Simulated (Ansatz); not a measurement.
Consider the redistribution: `[SiH3][S][SbH][SiH3]` + `CBO` → `[CH3][SbH][SiH3]` + `OBS[SiH3]`.

Gas-phase electronic energies from Ansatz, PBE0-D4/def2-TZVP geometries. CCSD(T)/CBS adds triple-zeta CCSD(T) − MP2 to the extrapolated MP2 energy (def2 sets, frozen cores). Functionals use def2-TZVPP. B3LYP here is the variant with VWN-RPA as its local correlation; programs differ in this. def2 core potentials past Kr. For Sb outer-core shells are correlated without core-valence functions, which leaves a few kJ/mol of doubt a bond. One conformer a species, not always the lowest.

CCSD(T)/CBS gives +4.6 kcal/mol.

(1) Another level gave +3.5 kcal/mol. Which?
A. LDA (SPW92)/def2-TZVPP
B. B3LYP-D4/def2-TZVPP
C. PBE/def2-TZVPP
D. HF/def2-TZVPP

(2) What do rigid-rotor, harmonic-oscillator terms from PBE0-D4/def2-TZVP frequencies (298.15 K, 1 bar) make of the CCSD(T)/CBS value? (An estimate is asked.)

Largest T1 diagnostic among the species: 0.014.

Results:

(1) C. PBE 3.5, B3LYP-D4 5.3, HF/def2-TZVPP 6.6, LDA (SPW92) 2.3 kcal/mol.

(2) Computed: ΔZPE = +0.2 kcal/mol, ΔH = +4.4 kcal/mol, ΔS = -10 J/(mol·K), ΔG = +5.1 kcal/mol. Modes under 50 cm⁻¹ make the entropy rough.

Leaving LDA and LC-ωPBE aside and taking each functional with its dispersion term where it has one, the values, not all of them listed here, spread over 3.2 kcal/mol, from revPBE-D4 to BHLYP-D4. LDA lies −1.2 kcal/mol from PBE without D4. From BLYP to BHLYP (50 % exact exchange), in def2-TZVPP and without D4, ΔE moves by +1.0 kcal/mol.
